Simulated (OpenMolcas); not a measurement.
V2+ (d3) on a cation site of an ionic host was computed by SS-CASPT2, IPEA 0.25 Eh, imaginary shift 0.1 Eh with the d shell active (OpenMolcas, ANO-RCC-VTZP on the metal). Its lowest spin-free states, and all those of the highest spin:

| 2S+1 | Degeneracy | E (cm-1) |
| --- | --- | --- |
| 4 | 3 | 0 |
| 4 | 3 | 5240 |
| 2 | 2 | 8040 |
| 2 | 3 | 11940 |
| 2 | 3 | 12530 |
| 4 | 1 | 13140 |
| 2 | 3 | 15240 |
| 4 | 3 | 15790 |
| 2 | 1 | 16910 |
| 2 | 3 | 18760 |
| 2 | 3 | 20630 |
| 2 | 2 | 22060 |

Task: Is the site octahedral, tetrahedral or cube-like, axial, or of lower symmetry?

Result: The states with 2S+1 = 4 have orbital degeneracies 3, 3, 1, 3. Threefold states need a cubic site. For d3 at this spin an octahedron puts the single A2 below the threefold T2 and a tetrahedron or cube puts the threefold T1 below the threefold T2, so the site is a tetrahedron or a cube, which this pattern cannot tell apart. The run had V2+ with its 8 nearest fluoride ions at 2.23 Å, on the Sr site of SrF2 (a = 5.796 Å, distance in the model lattice 2.510 Å). The rest of the host is ab initio model potentials to 7.6 Å and point charges beyond; the distance is set by hand and nothing relaxes. Ligand basis ANO-RCC-VDZP.

Roots that are degenerate in the reference are averaged as groups; the widest CASPT2 spread within a group is 620 cm-1 (the 3-fold group of multiplicity 2 near 11900 cm-1 above the lowest state of its run). Shifts and gaps below about the spread of the groups concerned are not significant. Over all roots computed the reference weight is 0.68 to 0.69; a low but even weight reflects the number of correlated electrons. An orbital triplet at a regular site is open to Jahn-Teller coupling, which can distort the site and quench the lowest spin-orbit gaps and is left out. Ligand-to-metal charge-transfer states are missing. These CASPT2 states fit no ligand-field parameters well, so their order and spin gaps are uncertain. With no ligand orbital active B as a rule stays too high, so bands that hang on it stand too high and its fall with covalency is understated. With one d shell and no ligand orbital active, 10Dq can be off by tens of per cent for divalent 3d ions, low with halides held by bare charges and at times high in hosts. Free-ion shares, where given, are those of the reference states; single-state CASPT2 does not remix them. The distance lies 4 % under the 2.328 Å that this model takes as the normal distance (a Shannon-type radius plus a fixed donor radius, weighted with the host); by an R⁻⁵ law this alone changes a d-shell field by about +24 %. No measured value stands beside these numbers; the geometry was set by hand and not optimised.
